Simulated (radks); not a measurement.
The numbers below are computed, except where a source is named.
Valence configurations of Fe III (all share [Ar]). Level of theory: scalar-relativistic Kohn-Sham, r2SCAN, spin-polarised, spherical densities, finite nucleus; open shells are filled with parallel spins first; meta-GGA in the generalised Kohn-Sham scheme; Fermi nuclear charge, rms radius 3.7377 fm (a radial shooting solver on a logarithmic mesh with Libxc functionals). Energies are relative to 3d6; eigenvalues in eV for spin up.

\begin{tabular}{lrrrrr}
valence & E (eV) & moment (Bohr magnetons) & e(3d) & e(4p) & e(4s) \\ \hline
3d6 & 0.000 & 4 & -27.540 & - & - \\
3d5.5 4s0.5 & 1.213 & 5 & -30.900 & - & -21.871 \\
3d5 4s1 & 2.592 & 6 & -34.417 & - & -23.581 \\
3d5 4p1 & 9.435 & 6 & -35.646 & -17.253 & - \\
3d4 4s2 & 18.685 & 4 & -41.395 & - & -25.250 \\
3d4 4s1 4p1 & 22.966 & 6 & -42.473 & -19.421 & -26.921 \\
3d4 4p2 & 30.408 & 6 & -43.647 & -19.970 & - \\
3d3 4s2 4p1 & 45.032 & 4 & -49.974 & -20.721 & -28.646 \\
3d3 4s1 4p2 & 48.929 & 6 & -50.870 & -21.894 & -29.983 \\
\end{tabular}

NIST lists [Ar] 3d6 as the ground configuration; this level of theory agrees among the configurations tried. The energies are those of spherical high-spin densities, not of single terms.
